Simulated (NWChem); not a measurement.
System: CH3O2 cation; SMILES O=C[OH2+]

```xyz
6

O     -0.2757     1.2351    -0.0725
C      0.4625     0.3609    -0.0140
O     -0.1677    -1.0858     0.0368
H      1.5542     0.2066    -0.0011
H      0.3223    -1.8936     0.2929
H     -1.1415    -1.1597     0.1267
```
Atoms are numbered in this order, from 1.

All runs: NWChem. Pople sets run with spherical d functions. All runs use the structure optimised with PBE0/def2-SVP. B3LYP is NWChem's, with the RPA form of VWN correlation. GIAO values for the isolated, static molecule; σ is the absolute isotropic shielding, δ = σ(reference) − σ with the isolated reference molecule computed at the same levels (13C: tetramethylsilane, 1H: tetramethylsilane, 17O: water).

| level | δ O1 (ppm) | δ C2 (ppm) | δ O3 (ppm) | δ H4 (ppm) | δ H5 (ppm) | δ H6 (ppm) |
|---|---|---|---|---|---|---|
| PBE/pcSseg-1 | 467.0 | 137.2 | 172.0 | 7.49 | 8.21 | 7.54 |
| Hartree-Fock/6-31G* | 439.0 | 124.4 | 110.6 | 8.21 | 7.90 | 7.60 |
| B3LYP/6-311G** | 477.3 | 135.1 | 162.1 | 7.54 | 7.85 | 7.32 |
| B3LYP/6-31G* | 410.3 | 122.3 | 133.9 | 7.74 | 7.54 | 6.94 |
